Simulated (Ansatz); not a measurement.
Name a neutral molecule of B, O, Si and H with HOMO–LUMO gap (ωB97M-V/def2-TZVPP) between 12.60 and 12.90 eV and LUMO energy (PBE0/def2-TZVPP) between -0.40 and -0.10 eV (Ansatz, PBE0-D4/def2-TZVP geometry).

`[SiH3]OB(O[SiH3])O[SiH3]` (12.69 eV, -0.23 eV). Other molecules can fit too; these were computed, each in one conformer that needn't be the lowest.
